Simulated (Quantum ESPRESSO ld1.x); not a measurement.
Problem. Radial electron density D(r) = 4 pi r^2 rho(r) of an atom or ion with 34 electrons. All-electron calculation, Dirac Kohn-Sham, PW91, spin-unpolarised, spherical densities, point nucleus. Program: ld1.x of Quantum ESPRESSO 7.5.

| r (bohr) | D(r) (e/bohr) |
|---|---|
| 0.001115 | 1.303 |
| 0.001464 | 2.111 |
| 0.001906 | 3.340 |
| 0.002502 | 5.291 |
| 0.003258 | 8.138 |
| 0.004276 | 12.41 |
| 0.005568 | 18.19 |
| 0.007309 | 26.01 |
| 0.009517 | 35.15 |
| 0.01249 | 45.10 |
| 0.0164 | 53.51 |
| 0.02135 | 57.70 |
| 0.02802 | 56.46 |
| 0.03649 | 51.75 |
| 0.0479 | 49.46 |
| 0.06237 | 55.45 |
| 0.08187 | 67.21 |
| 0.1066 | 71.33 |
| 0.1399 | 60.06 |
| 0.1837 | 46.93 |
| 0.2392 | 49.52 |
| 0.3139 | 56.00 |
| 0.4087 | 43.88 |
| 0.5365 | 22.02 |
| 0.6986 | 12.21 |
| 0.917 | 9.548 |
| 1.194 | 4.791 |
| 1.567 | 0.9939 |
| 2.057 | 0.07185 |
| 2.679 | 0.001476 |

What is the nuclear charge?

Solution. Z = 45. The innermost maximum, from 1s, lies near gamma/Z bohr with gamma = sqrt(1 - (Z/c)^2) = 0.945, here 0.021 bohr (found: 0.0229), and its height grows with Z. The density is that of the rhodium ion Rh11+ in [Ar] 3d10 4s2 4p4; the configuration itself is not fixed sharply by these data, and Z only to a few units. D(r) has 3 maxima, at r = 0.0229, 0.101, 0.309 bohr, and minima at 0.0457, 0.201 bohr, inside which lie 2.04, 11.13 electrons.
